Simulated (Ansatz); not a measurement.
A nudged elastic band was laid between two geometries of Cl3FH3OSTa (10 atoms, charge 0, multiplicity 1).

All numbers below come from Ansatz 0.2.0, RKS PBE/def2-SVP.

* movable images: 4
* climbing image: no
* spring: 5.0 eV/Å²
* optimiser: quadratic models (default)
* start path: through a guess of the saddle point
* force threshold: 0.03 eV/Å
* iteration limit: 60
* end points: relaxed

First end point:

```xyz
10
Properties=species:S:1:pos:R:3
Ta 0.002 -0.048 -0.149
O 1.863 0.425 -0.047
H 2.493 0.251 0.676
F 0.330 -0.947 1.514
Cl 0.030 0.334 -2.465
Cl -0.943 1.911 0.600
Cl -1.978 -1.352 -0.269
S 0.983 -2.570 -1.100
H 1.088 -3.172 0.119
H 2.319 -2.292 -1.137
```

Last end point:

```xyz
10
Properties=species:S:1:pos:R:3
Ta -0.181 -0.576 -0.296
O 2.081 -0.046 -0.260
H 2.379 0.564 0.444
F 0.227 -1.337 1.408
Cl -0.132 0.104 -2.533
Cl -0.118 1.614 0.610
Cl -2.430 -1.025 -0.178
S 0.808 -2.640 -1.183
H 0.887 -3.286 0.018
H 2.666 -0.831 -0.289
```

Task: What changes between the two ends?

Result: Bonds broken: S8–H10. Bonds formed: O2–H10.

Task: What energy profile does the band end with?

Result: The run converged. The highest image is number 2 of 0 to 5, 7.9 kcal/mol above the first end and 8.2 kcal/mol above the last; the last end lies 0.3 kcal/mol below the first. No image climbed, so the highest image needn't sit at the top of the path. A band with more images between the same ends climbed to 0.53 eV, so this one has probably stepped over the top. The orbitals stay closed-shell, which can raise the energy where a bond breaks towards radicals; this wasn't checked here.

| image | path coordinate (Å) | energy (kcal/mol) | S8–H10 (Å) | O2–H10 (Å) |
| --- | --- | --- | --- | --- |
| 0 | 0.00 | 0.0 | 1.37 | 2.96 |
| 1 | 0.59 | 1.6 | 1.37 | 2.34 |
| 2 | 1.19 | 7.9 | 1.43 | 1.69 |
| 3 | 1.78 | 6.6 | 1.91 | 1.07 |
| 4 | 2.37 | 0.2 | 2.41 | 0.99 |
| 5 | 2.96 | -0.3 | 2.74 | 0.98 |

Task: What is the geometry of the highest image?

Result: 
```xyz
10
Properties=species:S:1:pos:R:3:forces:R:3
Ta -0.070 -0.229 -0.193 0.14 0.23 0.06
O 1.905 0.104 -0.229 -0.17 0.21 0.11
H 2.440 0.158 0.586 -0.03 0.07 0.04
F 0.289 -1.112 1.467 -0.01 0.00 0.01
Cl -0.122 0.181 -2.496 0.02 0.01 0.01
Cl -0.592 1.847 0.638 -0.16 0.11 0.05
Cl -2.174 -1.273 -0.208 0.14 0.01 0.00
S 1.175 -2.545 -1.132 0.13 -0.01 -0.01
H 1.277 -3.113 0.105 0.04 0.00 0.00
H 2.059 -1.477 -0.798 -0.08 -0.62 -0.26
```

The run took 2.9 min on 4 threads of Arm Neoverse V1, on a shared host, peak memory 0.25 GiB.
